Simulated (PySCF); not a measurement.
Method: PySCF with TPSSh-D3(BJ)/def2-TZVP // PBE0-D3(BJ)/def2-SVP. All species are isolated molecules in the gas phase. One relaxed conformer stands for a flexible species; it need not be the lowest. Delta-SCF ions had no search for a lower state. Excitations are Tamm–Dancoff values on a coarser integration grid. The basis has no diffuse functions, so Rydberg states are missing or too high.

Reference species (SMILES): `[Cl][Sn]([O]C)([Cl])[Cl]` (neutral, multiplicity 1).

brightest of the four lowest singlets (TDA): 4.87 eV
HOMO: -7.87 eV
vertical ionisation energy (Delta-SCF): 10.44 eV

Changed species: `C[O][Sn]([O]C)([O]C)[O]C` (4 of 4 Cl replaced by OCH3; the reference has 1 of 4 Cl replaced by OCH3).

What does the change do to the brightest of the four lowest singlets (TDA), HOMO and vertical ionisation energy (Delta-SCF)?

the brightest of the four lowest singlets (TDA) decreases by 0.12 eV, to 4.75 eV; the HOMO rises by 0.78 eV, to -7.09 eV; the vertical ionisation energy (Delta-SCF) falls by 1.31 eV, to 9.13 eV.
